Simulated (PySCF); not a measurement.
**Excitation energy of Cl by level of theory**

Cl [Ne] 3s2 3p5 (2P) → Cl [Ne] 3s2 3p4 4s1 (4P), as a difference of total energies. Computed with PySCF 2.14 in aug-cc-pCVTZ-DK with one added diffuse shell each of s, p, d, f type (9s8p6d4f, 91 functions), with the spin-free X2C one-electron Hamiltonian (Gaussian nucleus). Correlated levels: valence and next inner shell: 1s2 frozen. The calculations carry no spin-orbit coupling.

```json
{"method": "UHF", "excitation energy (eV)": "8.021", "error (eV)": "-0.904"}
{"method": "MP2 (valence and next inner shell)", "excitation energy (eV)": "8.770", "error (eV)": "-0.155"}
{"method": "SCS-MP2 (valence and next inner shell)", "excitation energy (eV)": "8.847", "error (eV)": "-0.078"}
{"method": "CCSD (valence and next inner shell)", "excitation energy (eV)": "8.714", "error (eV)": "-0.211"}
{"method": "CCSD(T) (valence and next inner shell)", "excitation energy (eV)": "8.740", "error (eV)": "-0.185"}
```

Reference: 8.925 eV (measured; NIST levels, between the centres of gravity of the two terms).

Errors of the correlated levels include the incompleteness of this basis and the frozen core.
